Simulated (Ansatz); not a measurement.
```json
{"atom": "S", "x (Å)": "0.0000", "y (Å)": "0.0000", "z (Å)": "0.1021"}
{"atom": "H", "x (Å)": "0.0000", "y (Å)": "1.4614", "z (Å)": "-1.2767"}
{"atom": "H", "x (Å)": "0.0000", "y (Å)": "-0.9743", "z (Å)": "-0.8171"}
```

Basis set: pcseg-2 (spherical functions). Charge 0, multiplicity 1.

Computed with Ansatz (development build ahead of 0.2.0); each method stands on the lowest determinant of its kind that the runs found.

The atomization energy at this shape (free ground-state atoms in the same class of orbitals less the molecule, no zero-point energy) of singlet H2S:

```json
{"method": "PBE0 (unrestricted)", "atomization energy": "528.8 kJ/mol"}
```

(1) What does PBE (unrestricted) give?

Answers

(1) 559.6 kJ/mol. Caution: the shape is not the minimum.
